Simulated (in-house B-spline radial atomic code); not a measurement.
Values are calculated unless marked as measured or tabulated.
# Making a Troullier-Martins p channel for Ge, r_c = 2.78 bohr

Ge, [Ar] 3d10 4s2 4p2, non-relativistic LDA (VWN5), spherical and spin-unpolarised, from an all-electron radial atomic-structure program (B-spline basis) (atomic units). The all-electron 4p level is ε = -0.149882 hartree, its outermost node lies just inside 0.84 bohr and its outer maximum at 2.21 bohr.

Inside r_c the pseudo-orbital is u(r) = r^2 exp(p(r)), with p = c0 + c2 r² + c4 r⁴ + … + c12 r¹². The seven coefficients follow from p and its first four derivatives at r_c, from zero curvature of the screened potential at the origin, c4 = −c2²/(2l + 5), and from the norm inside r_c. At r_c the all-electron orbital has P = 0.5785187, P' = -0.1266499, the screened potential V = -0.383593, V' = 0.2996859, V'' = -0.3465421, and the norm inside is Q = 0.5409175.

Q: What are p, p' and p'' at r_c?

A: p = ln(P/r_c^2) = ln(0.5785187/7.7284) = -2.59219. p' = P'/P − 2/r_c = -0.21892 − 0.71942 = -0.93835. The radial equation gives p'' = 2(V − ε) − 2(2) p'/r_c − p'² = -0.46742 − (-1.35014) − 0.88049 = 0.00222. Differentiating, p''' = 2V' + 2(2)p'/r_c² − 2(2)p''/r_c − 2p'p'' = 0.11468, and p'''' = 2V'' − 4(2)p'/r_c³ + 4(2)p''/r_c² − 2(2)p'''/r_c − 2p''² − 2p'p''' = -0.29118.

For a trial c2 the five matching conditions are linear in c0, c6, c8, c10 and c12, and c2 is varied until the norm inside r_c equals Q. The root nearest zero gives:

```tsv
n	c_n
0	-1.093755
2	-0.1770015
4	-0.004475649
6	-0.001627545
8	0.0005355113
10	-4.875793e-05
12	1.511131e-06
```

Q: Check c4 and p(r_c), and find the screened pseudopotential at the origin.

A: −c2²/7 = -0.00447565, as listed. The terms c_n r_c^n are -1.09375, -1.36794, -0.26732, -0.75128, 1.91041, -1.34429, 0.32199, which sum to -2.59219. Inverting the radial equation, V_l(r) = ε + 2 p'/r + (p'' + p'²)/2, so V_l(0) = ε + (2l + 3) c2 = -0.149882 + 5 × (-0.177002) = -1.0349 hartree, finite where the all-electron potential diverges.

Orbitals and screened potentials:

| r (bohr) | P | u | V all-electron | V pseudo |
| --- | --- | --- | --- | --- |
| 0.278 | -0.09172 | 0.02553 | -49.61 | -1.035 |
| 0.695 | -0.1272 | 0.1484 | -8.23 | -1.041 |
| 1.112 | 0.2616 | 0.3299 | -2.879 | -1.051 |
| 1.529 | 0.5078 | 0.5012 | -1.415 | -1.011 |
| 1.946 | 0.6077 | 0.6014 | -0.8347 | -0.842 |
| 2.363 | 0.6171 | 0.6167 | -0.5465 | -0.5748 |
| 2.78 | 0.5785 | 0.5785 | -0.3836 | -0.3836 |

Logarithmic derivatives P'/P at R = 3.08 bohr, for energies E around ε:

```csv
E − ε (hartree),all-electron,pseudo
-0.5,0.823377,0.820759
-0.25,0.434807,0.43311
-0.1,0.0760276,0.0754617
0,-0.284269,-0.284269
0.1,-0.867279,-0.869529
0.25,-3.43529,-3.53022
0.5,4.21414,3.8807
```

Q: With P(R) = 0.5361722 and a norm of 0.6343671 inside R, what slope in energy does norm conservation fix?

A: d(P'/P)/dE = −2 × (norm inside R)/P(R)² = -4.4133 per hartree·bohr at E = ε, for both atoms, since orbital and norm agree at R. Differences over ±0.1 hartree give -4.7165 (all-electron) and -4.7250 (pseudo), which also hold third-order terms. Half a hartree below ε the two curves differ by -0.0026.
